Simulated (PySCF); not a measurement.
C2H8O2Si, SMILES C[Si@H](O)CO.

Geometry: ωB97X-D3(BJ)/def2-SVP. The structure was generated by enumeration; whether it is a known compound was not checked. One conformer was computed; it need not be the lowest.

The numbers are results of ωB97X/def2-TZVP (PySCF), not measurements.

Computed frontier levels, gap, dipole moment and polarisability:
```
Item                                                                                                           Result
---------------------------------------------------------------------------------------------  ----------------------
highest occupied level                                                                                       -9.72 eV
lowest empty level                                                                                            2.44 eV
orbital gap                                                                                                  12.16 eV
dipole moment                                                                                                  2.72 D
quadrupole, principal values (traceless, Buckingham form, about the centre of nuclear charge)  -7.94, -1.29, 9.22 D·Å
mean static polarisability                                                                       56.9 bohr³ (8.43 Å³)
polarisability, principal values                                                               51.7, 56.4, 62.5 bohr³
```
